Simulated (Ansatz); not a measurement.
Geometry optimisation, Ansatz 0.2.0, RKS PBE0-D4/def2-SVP.

The input (input.yaml):

```yaml
crystal:
  periodic: [false, false, false]
  atoms:
    - { symbol: Ge, position_ang: [0.198492, 0.498169, -0.271519] }
    - { symbol: F, position_ang: [0.640226, -0.759663, 2.296945] }
    - { symbol: O, position_ang: [1.676272, -0.354281, -0.707161] }
    - { symbol: H, position_ang: [1.502422, -1.194925, -1.145292] }
    - { symbol: O, position_ang: [-0.521212, 1.356485, -1.634337] }
    - { symbol: H, position_ang: [-1.391119, 1.000767, -1.845913] }
    - { symbol: O, position_ang: [-1.107711, -0.569958, 0.228227] }
    - { symbol: H, position_ang: [-0.89035, -1.00451, 1.0636] }
    - { symbol: "N", position_ang: [0.778739, 1.783259, 0.966654] }
    - { symbol: H, position_ang: [1.795082, 1.859762, 0.933287] }
    - { symbol: H, position_ang: [0.37842, 2.697444, 0.765568] }
    - { symbol: H, position_ang: [0.561038, 0.14635, 2.482538] }
basis:
  gaussian: { orbitals: def2-SVP }
hamiltonian:
  xc: pbe0
  dispersion: d4
relax:
  f_tol: 0.03
  max_steps: 50
```

Command:

```bash
$ ansatz run input.yaml --threads 4 --pin off --max-ram 5120MiB --backend cpu --events-out ev --progress --plain --runs-dir out
```

Q: Where does it end, and by what steps?

A: The run converged. After 13 steps the energy has fallen by 0.369 eV; F2 moved furthest, 0.90 Å.

```tsv
step	energy less start (eV)	largest force component (eV/Å)	accepted
0	0.0000	1.092	yes
1	-0.1216	2.013	yes
2	-0.2753	0.849	yes
3	-0.3212	0.192	yes
4	-0.3490	0.142	yes
5	-0.3571	0.281	yes
6	-0.3613	0.222	yes
7	-0.3665	0.060	yes
8	-0.3680	0.063	yes
9	-0.3681	0.104	yes
10	-0.3500	0.683	no
11	-0.3684	0.060	yes
12	-0.3687	0.047	yes
13	-0.3690	0.006	yes
```

```xyz
12
Properties=species:S:1:pos:R:3
Ge 0.265 0.391 -0.373
F 0.035 -0.248 2.723
O 1.765 -0.289 -0.986
H 1.631 -1.028 -1.590
O -0.580 1.324 -1.602
H -1.498 1.035 -1.680
O -0.873 -0.787 0.240
H -0.735 -0.877 1.205
N 0.872 1.465 1.004
H 1.885 1.578 0.959
H 0.447 2.391 0.999
H 0.406 0.505 2.233
```

Whether the end is a true minimum wasn't checked by a vibrational analysis.

The run took 28 s on 4 threads of Intel(R) Xeon(R) Platinum 8488C (Sapphire Rapids), on a shared host, peak memory 0.38 GiB.
